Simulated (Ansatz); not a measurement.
Stepwise reaction of `[NH2][Al]([NH2])[F]` with hydrogen chloride, as a gas-phase model of exchange steps in deposition or etching. ΔE in kJ/mol; ΔG adds harmonic PBE0-D4 terms to CCSD(T)/CBS, at 1 bar.

Gas-phase electronic energies from Ansatz, PBE0-D4/def2-TZVP geometries. CCSD(T)/CBS is the MP2 limit (def2-TZVPP, def2-QZVPP) plus CCSD(T) − MP2 in def2-TZVPP, frozen cores. This one scheme is used for every species. DFT in def2-TZVPP. B3LYP here is the variant with VWN-RPA as its local correlation; programs differ in this. One conformer a species, not always the lowest.

```tsv
step	reaction	PBE-D4	B3LYP-D4	ωB97M-V	CCSD(T)/CBS	ΔG(600 K)
2	`[NH2][Al]([F])[Cl]` + HCl → `[F][Al]([Cl])[Cl]` + NH₃	-60.0	-57.7	-59.4	-60.3	-50.3
```

(1) Give the row of step 1, `[NH2][Al]([NH2])[F]` + HCl → `[NH2][Al]([F])[Cl]` + NH₃. (Estimate.)

(2) By hand: ΔE of the 2 steps together at CCSD(T)/CBS.

Answers

(1) Ansatz gave: 
| step | reaction | PBE-D4 | B3LYP-D4 | ωB97M-V | CCSD(T)/CBS | ΔG(600 K) |
| --- | --- | --- | --- | --- | --- | --- |
| 1 | `[NH2][Al]([NH2])[F]` + HCl → `[NH2][Al]([F])[Cl]` + NH₃ | -76.7 | -74.6 | -76.3 | -75.9 | -69.3 |

(2) (-75.9) + (-60.3) = -136.2 kJ/mol, or -68.1 kJ/mol a step.

In ΔE each step is higher than the one before. All are downhill at CCSD(T)/CBS. ΔG lies between -69.3 and -50.3 kJ/mol a step. PBE-D4 differs from CCSD(T)/CBS by -0.8 to 0.3 kJ/mol a step. Isolated molecules leave out the surface, adducts and barriers. Largest T1 diagnostic: 0.010.
